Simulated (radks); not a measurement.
Problem. Radial electron density D(r) = 4 pi r^2 rho(r) of an atom or ion with 7 electrons. Method: Dirac Kohn-Sham, LDA (Slater exchange, Perdew-Wang correlation), spin-unpolarised, spherical densities, point nucleus; computed with a radial shooting solver on a logarithmic mesh with Libxc functionals.

| r (bohr) | D(r) (e/bohr) |
|---|---|
| 0.01239 | 0.9506 |
| 0.01363 | 1.123 |
| 0.01513 | 1.341 |
| 0.01665 | 1.576 |
| 0.01848 | 1.870 |
| 0.02034 | 2.182 |
| 0.02257 | 2.568 |
| 0.02484 | 2.972 |
| 0.02757 | 3.464 |
| 0.03035 | 3.970 |
| 0.03367 | 4.573 |
| 0.03706 | 5.177 |
| 0.04113 | 5.877 |
| 0.04563 | 6.615 |
| 0.05023 | 7.314 |
| 0.05574 | 8.073 |
| 0.06135 | 8.752 |
| 0.06808 | 9.436 |
| 0.07494 | 9.988 |
| 0.08315 | 10.47 |
| 0.09153 | 10.77 |
| 0.1016 | 10.91 |
| 0.1118 | 10.85 |
| 0.124 | 10.56 |
| 0.1365 | 10.10 |
| 0.1515 | 9.409 |
| 0.1668 | 8.635 |
| 0.1851 | 7.711 |
| 0.2037 | 6.849 |
| 0.226 | 5.986 |
| 0.2488 | 5.328 |
| 0.2761 | 4.830 |
| 0.3039 | 4.601 |
| 0.3372 | 4.609 |
| 0.3741 | 4.846 |
| 0.4118 | 5.207 |
| 0.457 | 5.657 |
| 0.503 | 6.033 |
| 0.5582 | 6.300 |
| 0.6144 | 6.348 |
| 0.6817 | 6.142 |
| 0.7504 | 5.713 |
| 0.8327 | 5.029 |
| 0.9166 | 4.260 |
| 1.017 | 3.364 |
| 1.119 | 2.558 |
| 1.242 | 1.782 |
| 1.367 | 1.196 |
| 1.517 | 0.7196 |
| 1.67 | 0.4169 |
| 1.853 | 0.2108 |
| 2.04 | 0.1026 |
| 2.263 | 0.04220 |
| 2.491 | 0.01669 |
| 2.765 | 0.005374 |

What is the nuclear charge?

Solution. Z = 10. The innermost maximum, from 1s, lies near gamma/Z bohr with gamma = sqrt(1 - (Z/c)^2) = 0.997, here 0.0997 bohr (found: 0.103), and its height grows with Z. The density is that of the neon ion Ne3+ in [He] 2s2 2p3; the configuration itself is not fixed sharply by these data. D(r) has 2 maxima, at r = 0.103, 0.600 bohr, and minima at 0.319 bohr, inside which lie 2.21 electrons.
